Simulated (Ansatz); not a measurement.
Relaxation of FGe2H6N (10 atoms, charge 0, multiplicity 1), to a largest force component of 0.015 eV/Å in at most 40 steps.

Computed with Ansatz 0.2.0, RKS B3LYP-D4/def2-SVP.

```xyz
10
Properties=species:S:1:pos:R:3
N -0.418 1.043 -1.500
Ge 0.711 0.372 -0.259
F 2.026 -0.389 -1.103
Ge -0.355 -1.238 1.073
H 0.054 1.831 -2.038
H -1.227 1.575 -0.974
H 1.274 1.512 0.657
H -0.921 -2.366 0.157
H -1.614 -0.554 1.845
H 0.553 -1.838 2.146
```

Where does it end, and by what steps?

The forces met the threshold. After 18 steps the energy has fallen by 0.504 eV; H6 moved furthest, 1.24 Å.

| step | energy less start (eV) | largest force component (eV/Å) | accepted |
| --- | --- | --- | --- |
| 0 | 0.0000 | 2.891 | yes |
| 1 | -0.3040 | 1.289 | yes |
| 2 | -0.3438 | 0.292 | yes |
| 3 | -0.3489 | 0.456 | yes |
| 4 | -0.3850 | 0.318 | yes |
| 5 | -0.3942 | 0.547 | yes |
| 6 | -0.4125 | 0.599 | yes |
| 7 | -0.4359 | 0.381 | yes |
| 8 | -0.4809 | 0.412 | yes |
| 9 | -0.4804 | 0.431 | no |
| 10 | -0.4943 | 0.329 | yes |
| 11 | -0.5003 | 0.093 | yes |
| 12 | -0.5010 | 0.140 | yes |
| 13 | -0.5021 | 0.051 | yes |
| 14 | -0.5029 | 0.016 | yes |
| 15 | -0.5033 | 0.034 | yes |
| 16 | -0.5034 | 0.039 | yes |
| 17 | -0.5035 | 0.020 | yes |
| 18 | -0.5035 | 0.005 | yes |

```xyz
10
Properties=species:S:1:pos:R:3
N -0.460 1.328 -1.252
Ge 0.720 0.499 -0.133
F 1.963 -0.359 -1.056
Ge -0.438 -1.205 1.161
H -0.087 2.091 -1.813
H -1.021 0.718 -1.843
H 1.482 1.594 0.639
H -1.255 -2.098 0.205
H -1.398 -0.544 2.171
H 0.576 -2.078 1.923
```

Whether the end is a true minimum wasn't checked by a vibrational analysis.

Time of the run: 81 s on 2 threads of Arm Neoverse V1, on a shared host, peak memory 0.34 GiB.
